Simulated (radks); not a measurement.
The numbers below are computed, except where a source is named.
Problem. Coulomb parameter of the 4d shell of the cadmium ion Cd3+ in the model configuration [Kr] 4d8 5p1, as a second difference U = [E(n + 0.5) + E(n - 0.5) - 2 E(n)] / (0.5)^2 with all orbitals relaxed. "Bare": the charge of the atom changes with n. "Screened": the 5p shell takes up the change at fixed total charge, which measures U(4d,4d) + U(5p,5p) - 2 U(4d,5p). Level of theory: scalar-relativistic Kohn-Sham, PBE, spin-unpolarised, spherical densities, point nucleus (a radial shooting solver on a logarithmic mesh with Libxc functionals). Estimate both.

Solution. U(bare) = 16.292 eV, U(screened by 5p) = 3.746 eV, against the Slater integral F0(4d,4d) = 21.165 eV with frozen orbitals.
